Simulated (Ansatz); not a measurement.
`C=C1C[SiH2]S1`. Total charge 0; spin multiplicity 1. The geometry is a stationary point of PBE0-D4/def2-TZVP.

```xyz
11

C     1.570    1.304    0.093
C     0.414    0.656    0.084
C     0.168   -0.828    0.274
Si   -1.608   -0.705   -0.336
S    -1.186    1.395   -0.219
H     1.630    2.371   -0.084
H     2.492    0.768    0.282
H     0.868   -1.461   -0.273
H     0.207   -1.100    1.332
H    -2.688   -1.195    0.558
H    -1.867   -1.206   -1.711
```

Problem. What is the dipole moment at ωB97M-V/def2-TZVPP? (Best estimate.)

Solution. Computed: 1.74 D, with components (0.39, -1.68, 0.21) D in this frame, pointing from negative to positive charge.

Problem. And with PBE, r2SCAN, B3LYP? (Best estimate.)

Solution. Computed: PBE 1.64 D, r2SCAN 1.75 D, B3LYP 1.72 D.

Problem. Give the Mulliken charges with ωB97M-V, r2SCAN, B3LYP in def2-TZVPP. (An estimate is asked.)

Solution. Computed: 
| atom | ωB97M-V | r2SCAN | B3LYP |
| --- | --- | --- | --- |
| C1 | -0.24 | -0.26 | -0.26 |
| C2 | 0.06 | 0.13 | 0.08 |
| C3 | -0.34 | -0.22 | -0.26 |
| Si4 | 0.29 | 0.40 | 0.38 |
| S5 | -0.16 | -0.22 | -0.20 |
| H6 | 0.10 | 0.08 | 0.10 |
| H7 | 0.10 | 0.08 | 0.10 |
| H8 | 0.12 | 0.07 | 0.10 |
| H9 | 0.13 | 0.08 | 0.11 |
| H10 | -0.03 | -0.08 | -0.07 |
| H11 | -0.03 | -0.07 | -0.07 |

B3LYP here is the variant with VWN-RPA as its local correlation; programs differ in this.
